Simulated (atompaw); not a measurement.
# Which change was made? (Ag, PAW (atompaw))

- Element: silver (Ag)
- Generator: atompaw 4.2.0.5
- Type: PAW
- Functional: PBE
- Relativity: scalar-relativistic
- Frozen core: [Ar] 3d10
- Valence charge: 19
- Reference configuration: 4s2 4p6 4d10 5s1 5p0
- Partial waves: 4s (bound): rc 1.55 bohr; 5s (bound): rc 1.55 bohr; 4p (bound): rc 1.40 bohr; 5p (bound, empty): rc 1.55 bohr; 4d (bound): rc 1.55 bohr; 4d channel at 0.2 Ry: rc 1.55 bohr
- Local potential: bessel scheme, radius 1.45 bohr
- Core correction: smooth core density matched at 1.30 bohr
- Augmentation charge: sinc compensation charge, radius 1.25 bohr; PAW radius 1.55 bohr; waves and projectors: modrrkj vanderbiltortho

Cutoffs, loose and tight: the cutoffs (Ry, on a coarse ladder) from which the occupation-weighted sum of valence levels, in a spherical-Bessel basis at the reference potential, stays within 10 and 1 mRy of its value at 400 Ry. They see the waves, projectors and local potential, not the compensation charge or the core.

The base gives: outcome: generated; cutoff, loose: 50 Ry; cutoff, tight: 100 Ry; bound ghosts: none.

After one change the result is: outcome: generated; cutoff, loose: 90 Ry; cutoff, tight: 110 Ry; bound ghosts: s. Which change was it?
A. wave 4d channel at 0.2 Ry: rc 1.55 bohr becomes 4d channel at 5.11 Ry: rc 1.55 bohr
B. core [Kr], valence charge 11; reference 4d10 5s1 5p0; waves now 5s (bound): rc 2.55 bohr; 5s channel at 1.95 Ry: rc 2.55 bohr; 5p (bound): rc 2.55 bohr; 5p channel at 2.3 Ry: rc 2.55 bohr; 4d (bound): rc 2.55 bohr; 4d channel at 3.25 Ry: rc 2.25 bohr; local potential bessel scheme, radius 2.30 bohr; core correction smooth core density matched at 1.50 bohr; augmentation sinc compensation charge, radius 2.25 bohr; PAW radius 2.55 bohr; waves and projectors: modrrkj vanderbiltortho
C. all radii scaled by about 1.23 (s 1.90, p 1.72, d 1.90 bohr); local potential bessel scheme, radius 1.78 bohr; augmentation sinc compensation charge, radius 1.54 bohr; PAW radius 1.90 bohr; waves and projectors: modrrkj vanderbiltortho; core correction smooth core density matched at 1.60 bohr
D. wave 5s (bound): rc 1.55 bohr becomes 5s (bound): rc 0.98 bohr

D. The others give: wave 4d channel at 0.2 Ry: rc 1.55 bohr becomes 4d channel at 5.11 Ry: rc 1.55 bohr → outcome: generated; cutoff, loose: 60 Ry; cutoff, tight: 100 Ry; bound ghosts: none | all radii scaled by about 1.23 (s 1.90, p 1.72, d 1.90 bohr); local potential bessel scheme, radius 1.78 bohr; augmentation sinc compensation charge, radius 1.54 bohr; PAW radius 1.90 bohr; waves and projectors: modrrkj vanderbiltortho; core correction smooth core density matched at 1.60 bohr → outcome: generated; cutoff, loose: 40 Ry; cutoff, tight: 70 Ry; bound ghosts: none | core [Kr], valence charge 11; reference 4d10 5s1 5p0; waves now 5s (bound): rc 2.55 bohr; 5s channel at 1.95 Ry: rc 2.55 bohr; 5p (bound): rc 2.55 bohr; 5p channel at 2.3 Ry: rc 2.55 bohr; 4d (bound): rc 2.55 bohr; 4d channel at 3.25 Ry: rc 2.25 bohr; local potential bessel scheme, radius 2.30 bohr; core correction smooth core density matched at 1.50 bohr; augmentation sinc compensation charge, radius 2.25 bohr; PAW radius 2.55 bohr; waves and projectors: modrrkj vanderbiltortho → outcome: generated; cutoff, loose: 15 Ry; cutoff, tight: 25 Ry; bound ghosts: none.
